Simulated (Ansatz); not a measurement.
Pulling on the Mg1–O2 bond in MgO (multiplicity 1 held). Energies count from the point at 1.739 Å.


Restricted levels (R-, RO-) in cc, def2 and unpolarised 6-31G sets keep to the state of the molecule at rest. Unrestricted levels (U-) break spin symmetry where that is lower. Full CI gives the lowest state of the spin. Levels need not reach the same state.

Frozen-core correlation.

Programs: Ansatz (a program for electronic structure). Each number belongs to the level named beside it.

Energies in kJ/mol.

```json
[
 {"R (Å)": "1.392", "R-HF/6-31G": "314", "R-MP2/6-31G": "331", "R-SCS-MP2/6-31G": "336", "U-SCS-MP2/6-31G": "351", "FCI/6-31G": "341"},
 {"R (Å)": "1.565", "R-HF/6-31G": "66", "R-MP2/6-31G": "63", "R-SCS-MP2/6-31G": "68", "U-SCS-MP2/6-31G": "97", "FCI/6-31G": "80"},
 {"R (Å)": "1.739", "R-HF/6-31G": "0", "R-MP2/6-31G": "0", "R-SCS-MP2/6-31G": "0", "U-SCS-MP2/6-31G": "0", "FCI/6-31G": "0"},
 {"R (Å)": "1.913", "R-HF/6-31G": "2", "R-MP2/6-31G": "48", "R-SCS-MP2/6-31G": "41", "U-SCS-MP2/6-31G": "-32", "FCI/6-31G": "1"},
 {"R (Å)": "2.087", "R-HF/6-31G": "25", "R-MP2/6-31G": "129", "R-SCS-MP2/6-31G": "116", "U-SCS-MP2/6-31G": "-19", "FCI/6-31G": "28"},
 {"R (Å)": "2.348", "R-HF/6-31G": "61", "R-MP2/6-31G": "241", "R-SCS-MP2/6-31G": "221", "U-SCS-MP2/6-31G": "37", "FCI/6-31G": "82"},
 {"R (Å)": "2.609", "R-HF/6-31G": "89", "R-MP2/6-31G": "320", "R-SCS-MP2/6-31G": "297", "U-SCS-MP2/6-31G": "102", "FCI/6-31G": "146"},
 {"R (Å)": "3.044", "R-HF/6-31G": "115", "R-MP2/6-31G": "396", "R-SCS-MP2/6-31G": "369", "U-SCS-MP2/6-31G": "203", "FCI/6-31G": "241"},
 {"R (Å)": "3.479", "R-HF/6-31G": "127", "R-MP2/6-31G": "429", "R-SCS-MP2/6-31G": "399", "U-SCS-MP2/6-31G": "208", "FCI/6-31G": "304"},
 {"R (Å)": "4.001", "R-HF/6-31G": "132", "R-MP2/6-31G": "443", "R-SCS-MP2/6-31G": "411", "U-SCS-MP2/6-31G": "206", "FCI/6-31G": "337"},
 {"R (Å)": "4.696", "R-HF/6-31G": "134", "R-MP2/6-31G": "447", "R-SCS-MP2/6-31G": "415", "U-SCS-MP2/6-31G": "205", "FCI/6-31G": "341"},
 {"R (Å)": "5.566", "R-HF/6-31G": "134", "R-MP2/6-31G": "448", "R-SCS-MP2/6-31G": "416", "U-SCS-MP2/6-31G": "205", "FCI/6-31G": "342"},
 {"R (Å)": "6.958", "R-HF/6-31G": "134", "R-MP2/6-31G": "448", "R-SCS-MP2/6-31G": "416", "U-SCS-MP2/6-31G": "206", "FCI/6-31G": "342"}
]
```

Doubts at one or more of the structures used: a restricted determinant that unrestricted orbitals would lower (R-HF/6-31G, R-MP2/6-31G, R-SCS-MP2/6-31G); a spin-contaminated determinant (U-SCS-MP2/6-31G).
